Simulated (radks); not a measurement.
Values are calculated unless marked as measured or tabulated.
Effect of the nuclear size on neutral bromine, [Ar] 3d10 4s2 4p5. Code: a radial shooting solver on a logarithmic mesh with Libxc functionals. Model: Dirac Kohn-Sham, LDA (Slater exchange, Perdew-Wang correlation), spin-unpolarised, spherical densities, finite nucleus; open shells fill j = l - 1/2 first; Fermi nuclear charge, rms radius 4.1629 fm. The rms radius is varied about that value; shifts are against it.

rms radius (fm)  total energy shift (eV)  density at nucleus (e/bohr^3)  1s1/2 shift (meV)  2s1/2 shift (meV)  3p1/2 shift (meV)  4s1/2 shift (meV)
3.3969                            -0.181                      4.484e+04              -76.7              -7.70              0.113             -0.128
3.859                            -0.0757                      4.441e+04              -32.2              -3.23              0.047             -0.054
4.1629                                 0                      4.415e+04              0.000              0.000              0.000              0.000
4.4876                            0.0867                       4.39e+04               36.8               3.70             -0.054              0.061
5.008                              0.238                      4.354e+04                101               10.2             -0.149              0.168

Slopes of the eigenvalues against <r^2> in GHz/fm^2, as finite differences over the two radii next to the reference (eigenvalue slopes, not the field-shift constants of lines): 1s1/2 3180, 2s1/2 319, 3p1/2 -4.67, 4s1/2 5.29.
